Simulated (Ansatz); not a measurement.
Geometry optimisation of CH6ClNSi, SMILES `CN[SiH2]Cl`.

```yaml
crystal:
  periodic: [false, false, false]
  atoms:
    - {symbol: C, position_ang: [-0.272690, 1.373270, 0.350800]}
    - {symbol: N, position_ang: [-0.525850, -0.043810, 0.251930]}
    - {symbol: Si, position_ang: [0.574210, -1.180060, -0.397440]}
    - {symbol: Cl, position_ang: [-0.372920, -2.951960, -0.250030]}
    - {symbol: H, position_ang: [-0.721510, 1.774150, 1.261270]}
    - {symbol: H, position_ang: [-0.672480, 1.925050, -0.505520]}
    - {symbol: H, position_ang: [0.801100, 1.538450, 0.391050]}
    - {symbol: H, position_ang: [-1.511880, -0.258250, 0.267300]}
    - {symbol: H, position_ang: [0.928680, -0.991750, -1.807730]}
    - {symbol: H, position_ang: [1.773350, -1.185090, 0.438370]}
basis:
  gaussian: {orbitals: def2-TZVP}
hamiltonian: {xc: pbe0, dispersion: d4}
relax: {f_tol: 0.005, max_steps: 150}
```

```sh
$ ansatz run in.yaml --threads 2 --pin off --events-out ev --progress --plain --max-ram 32768MiB --backend cuda --devices 0, --max-vram 18GiB
```

It prints (some lines left out):

```
Functional definition: PBE0
mean field -23018.02841434 eV, -845.8969420470 hartree, gradient 4.8e-5 eV, S^2 0.000000; 0 other end points of the search recorded, 0 dependent functions left out
relax step   1: F+E_penalty+E_count = -23018.20113819 eV  Δ(F+E_penalty+E_count) = +0.000e0 eV  max|allowed force component| = 7.907e-1 eV/Å  Δτ_max = 0.0000 Å  (26 SCF iters, accepted)
mean field -23018.07288675 eV, -845.8985763778 hartree, gradient 2.0e-5 eV, S^2 0.000000; 0 other end points of the search recorded, 0 dependent functions left out
relax step   2: F+E_penalty+E_count = -23018.24418878 eV  Δ(F+E_penalty+E_count) = -4.305e-2 eV  max|allowed force component| = 1.728e-1 eV/Å  Δτ_max = 0.0778 Å  (31 SCF iters, accepted)
mean field -23018.07754391 eV, -845.8987475253 hartree, gradient 2.0e-5 eV, S^2 0.000000; 0 other end points of the search recorded, 0 dependent functions left out
relax step   3: F+E_penalty+E_count = -23018.24908772 eV  Δ(F+E_penalty+E_count) = -4.899e-3 eV  max|allowed force component| = 7.870e-2 eV/Å  Δτ_max = 0.0243 Å  (31 SCF iters, accepted)
mean field -23018.08150399 eV, -845.8988930556 hartree, gradient 2.4e-5 eV, S^2 0.000000; 0 other end points of the search recorded, 0 dependent functions left out
relax step   4: F+E_penalty+E_count = -23018.25339119 eV  Δ(F+E_penalty+E_count) = -4.303e-3 eV  max|allowed force component| = 2.574e-1 eV/Å  Δτ_max = 0.1085 Å  (28 SCF iters, accepted)
mean field -23018.08841656 eV, -845.8991470879 hartree, gradient 9.5e-6 eV, S^2 0.000000; 0 other end points of the search recorded, 0 dependent functions left out
relax step   5: F+E_penalty+E_count = -23018.26029767 eV  Δ(F+E_penalty+E_count) = -6.906e-3 eV  max|allowed force component| = 2.643e-1 eV/Å  Δτ_max = 0.1412 Å  (29 SCF iters, accepted)
mean field -23018.08664289 eV, -845.8990819069 hartree, gradient 1.1e-5 eV, S^2 0.000000; 0 other end points of the search recorded, 0 dependent functions left out
relax step   6: F+E_penalty+E_count = -23018.25835868 eV  Δ(F+E_penalty+E_count) = +1.939e-3 eV  max|allowed force component| = 3.306e-1 eV/Å  Δτ_max = 0.1592 Å  (28 SCF iters, rejected (line search))
mean field -23018.06261300 eV, -845.8981988247 hartree, gradient 2.1e-5 eV, S^2 0.000000; 0 other end points of the search recorded, 0 dependent functions left out
relax step   7: F+E_penalty+E_count = -23018.23414294 eV  Δ(F+E_penalty+E_count) = +2.615e-2 eV  max|allowed force component| = 5.923e-1 eV/Å  Δτ_max = 0.0796 Å  (29 SCF iters, rejected (line search))
mean field -23018.09424597 eV, -845.8993613149 hartree, gradient 2.0e-5 eV, S^2 0.000000; 0 other end points of the search recorded, 0 dependent functions left out
relax step   8: F+E_penalty+E_count = -23018.26584764 eV  Δ(F+E_penalty+E_count) = -5.550e-3 eV  max|allowed force component| = 2.194e-2 eV/Å  Δτ_max = 0.0378 Å  (30 SCF iters, accepted)
mean field -23018.09960399 eV, -845.8995582185 hartree, gradient 2.4e-5 eV, S^2 0.000000; 0 other end points of the search recorded, 0 dependent functions left out
relax step   9: F+E_penalty+E_count = -23018.27099865 eV  Δ(F+E_penalty+E_count) = -5.151e-3 eV  max|allowed force component| = 2.756e-2 eV/Å  Δτ_max = 0.0961 Å  (28 SCF iters, accepted)
mean field -23018.10474951 eV, -845.8997473126 hartree, gradient 1.1e-5 eV, S^2 0.000000; 0 other end points of the search recorded, 0 dependent functions left out
relax step  10: F+E_penalty+E_count = -23018.27587422 eV  Δ(F+E_penalty+E_count) = -4.876e-3 eV  max|allowed force component| = 1.461e-1 eV/Å  Δτ_max = 0.1463 Å  (29 SCF iters, accepted)
mean field -23018.10814556 eV, -845.8998721154 hartree, gradient 2.1e-5 eV, S^2 0.000000; 0 other end points of the search recorded, 0 dependent functions left out
relax step  11: F+E_penalty+E_count = -23018.27924705 eV  Δ(F+E_penalty+E_count) = -3.373e-3 eV  max|allowed force component| = 1.682e-1 eV/Å  Δτ_max = 0.0815 Å  (29 SCF iters, accepted)
mean field -23018.11599274 eV, -845.9001604938 hartree, gradient 2.5e-5 eV, S^2 0.000000; 0 other end points of the search recorded, 0 dependent functions left out
relax step  12: F+E_penalty+E_count = -23018.28702014 eV  Δ(F+E_penalty+E_count) = -7.773e-3 eV  max|allowed force component| = 2.349e-1 eV/Å  Δτ_max = 0.1035 Å  (27 SCF iters, accepted)
mean field -23018.12443836 eV, -845.9004708645 hartree, gradient 1.0e-5 eV, S^2 0.000000; 0 other end points of the search recorded, 0 dependent functions left out
relax step  13: F+E_penalty+E_count = -23018.29574768 eV  Δ(F+E_penalty+E_count) = -8.728e-3 eV  max|allowed force component| = 3.436e-1 eV/Å  Δτ_max = 0.1610 Å  (29 SCF iters, accepted)
mean field -23018.14227194 eV, -845.9011262366 hartree, gradient 2.2e-5 eV, S^2 0.000000; 0 other end points of the search recorded, 0 dependent functions left out
relax step  14: F+E_penalty+E_count = -23018.31388059 eV  Δ(F+E_penalty+E_count) = -1.813e-2 eV  max|allowed force component| = 3.184e-1 eV/Å  Δτ_max = 0.0981 Å  (29 SCF iters, accepted)
mean field -23018.18513595 eV, -845.9027014598 hartree, gradient 2.1e-5 eV, S^2 0.000000; 0 other end points of the search recorded, 0 dependent functions left out
relax step  15: F+E_penalty+E_count = -23018.35777395 eV  Δ(F+E_penalty+E_count) = -4.389e-2 eV  max|allowed force component| = 1.486e-1 eV/Å  Δτ_max = 0.2000 Å  (35 SCF iters, accepted)
mean field -23018.19808728 eV, -845.9031774125 hartree, gradient 1.1e-5 eV, S^2 0.000000; 0 other end points of the search recorded, 0 dependent functions left out
relax step  16: F+E_penalty+E_count = -23018.37231452 eV  Δ(F+E_penalty+E_count) = -1.454e-2 eV  max|allowed force component| = 2.086e-1 eV/Å  Δτ_max = 0.1950 Å  (29 SCF iters, accepted)
mean field -23018.20213134 eV, -845.9033260290 hartree, gradient 2.3e-5 eV, S^2 0.000000; 0 other end points of the search recorded, 0 dependent functions left out
relax step  17: F+E_penalty+E_count = -23018.37692722 eV  Δ(F+E_penalty+E_count) = -4.613e-3 eV  max|allowed force component| = 2.147e-1 eV/Å  Δτ_max = 0.1056 Å  (30 SCF iters, accepted)
mean field -23018.20505270 eV, -845.9034333870 hartree, gradient 2.1e-5 eV, S^2 0.000000; 0 other end points of the search recorded, 0 dependent functions left out
relax step  18: F+E_penalty+E_count = -23018.38009178 eV  Δ(F+E_penalty+E_count) = -3.165e-3 eV  max|allowed force component| = 1.847e-1 eV/Å  Δτ_max = 0.0263 Å  (30 SCF iters, accepted)
mean field -23018.20554279 eV, -845.9034513974 hartree, gradient 2.1e-5 eV, S^2 0.000000; 0 other end points of the search recorded, 0 dependent functions left out
relax step  19: F+E_penalty+E_count = -23018.38103592 eV  Δ(F+E_penalty+E_count) = -9.441e-4 eV  max|allowed force component| = 2.313e-2 eV/Å  Δτ_max = 0.0283 Å  (31 SCF iters, accepted)
mean field -23018.20576086 eV, -845.9034594115 hartree, gradient 2.1e-5 eV, S^2 0.000000; 0 other end points of the search recorded, 0 dependent functions left out
relax step  20: F+E_penalty+E_count = -23018.38117118 eV  Δ(F+E_penalty+E_count) = -1.353e-4 eV  max|allowed force component| = 5.305e-3 eV/Å  Δτ_max = 0.0084 Å  (30 SCF iters, accepted)
mean field -23018.20577758 eV, -845.9034600257 hartree, gradient 2.1e-5 eV, S^2 0.000000; 0 other end points of the search recorded, 0 dependent functions left out
relax step  21: F+E_penalty+E_count = -23018.38117518 eV  Δ(F+E_penalty+E_count) = -3.995e-6 eV  max|allowed force component| = 1.270e-3 eV/Å  Δτ_max = 0.0022 Å  (33 SCF iters, accepted)
mean field -23018.20577758 eV, -845.9034600257 hartree, gradient 2.1e-5 eV, S^2 0.000000; 1 other end points of the search recorded, 0 dependent functions left out
Total energy: -23018.38120729 eV, -845.9099069486 hartree
Atom 0 at    -0.292692     1.250610     0.587978 Å, force    -0.001270     0.000003    -0.001179 eV/Å
Atom 1 at    -0.411632     0.266403    -0.469445 Å, force    -0.000198    -0.000752    -0.000109 eV/Å
Atom 2 at     0.508899    -1.157391    -0.545658 Å, force     0.000760     0.000058    -0.000325 eV/Å
Atom 3 at     0.054524    -2.568360     0.905893 Å, force    -0.000325    -0.000036     0.000182 eV/Å
Atom 4 at    -0.957752     1.053359     1.436390 Å, force    -0.000240     0.000129     0.000115 eV/Å
Atom 5 at    -0.503451     2.254396     0.209659 Å, force    -0.000033    -0.000110     0.000706 eV/Å
Atom 6 at     0.732037     1.254764     0.966919 Å, force     0.000580     0.000024    -0.000261 eV/Å
Atom 7 at    -1.312110     0.266794    -0.922963 Å, force     0.000584     0.000890     0.000813 eV/Å
Atom 8 at     0.251474    -1.802852    -1.851003 Å, force    -0.000118    -0.000089     0.000107 eV/Å
Atom 9 at     1.930714    -0.817723    -0.317768 Å, force     0.000261    -0.000118    -0.000050 eV/Å
Dipole moment:    -0.155480     0.414868    -0.136278 e Å
```

Run time 70 s (2 threads of an AMD EPYC 7R13 on a shared host and a share of an NVIDIA H100 80 GB); peak host memory 0.83 GiB.
